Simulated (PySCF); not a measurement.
Isomers of C2H8FNSi, mass 93.041 u with the commonest isotopes. The calculation used PySCF 2.14.0, PBE0-D3(BJ)/def2-SVP geometry optimisation, gas phase. One conformer each, none proved a minimum here; rigid rotors.

Question: Order these by rotational constant A, largest first.
A. `[CH3:1][C@H:2]([F:3])[SiH2:4][NH2:5]` with C1–C2–Si4–N5 63°, C2–Si4–N5–H -172° and 49°
B. `[CH3:1][NH:2][Si@H:3]([CH3:4])[F:5]` with C1–N2–Si3–C4 42°
C. `[CH3:1][N:2]([CH3:3])[SiH2:4][F:5]` with C1–N2–Si4–F5 82°

Answer: C (6265 MHz), A (5312 MHz), B (5097 MHz).

Question: Order these by out-of-plane moment Σ m c² = (Ia + Ib − Ic)/2, largest first.
A. `[CH3:1][C@H:2]([F:3])[SiH2:4][NH2:5]` with C1–C2–Si4–N5 63°, C2–Si4–N5–H -172° and 49°
B. `[CH3:1][N:2]([CH3:3])[SiH2:4][F:5]` with C1–N2–Si4–F5 82°
C. `[CH3:1][NH:2][Si@H:3]([CH3:4])[F:5]` with C1–N2–Si3–C4 42°

Answer: A (41.16 u·Å²), C (27.20 u·Å²), B (26.70 u·Å²).

Question: Order these by rotational constant C, largest first.
A. `[CH3:1][N:2]([CH3:3])[SiH2:4][F:5]` with C1–N2–Si4–F5 82°
B. `[CH3:1][NH:2][Si@H:3]([CH3:4])[F:5]` with C1–N2–Si3–C4 42°
C. `[CH3:1][C@H:2]([F:3])[SiH2:4][NH2:5]` with C1–C2–Si4–N5 63°, C2–Si4–N5–H -172° and 49°

Answer: C (2490 MHz), B (2269 MHz), A (2221 MHz).

| SMILES | point group | Ia (u·Å²) | Ib (u·Å²) | Ic (u·Å²) | κ | μa (D) | μb (D) | μc (D) |
| --- | --- | --- | --- | --- | --- | --- | --- | --- |
| C[C@H](F)[SiH2]N | C1 | 95.14 | 190.15 | 202.96 | -0.88 | 0.81 | 0.70 | 0.25 |
| CN[Si@H](C)F | C1 | 99.15 | 177.93 | 222.69 | -0.60 | 1.74 | 1.03 | 0.42 |
| CN(C)[SiH2]F | Cs | 80.67 | 200.23 | 227.50 | -0.85 | 2.02 | 0.01 | 0.51 |
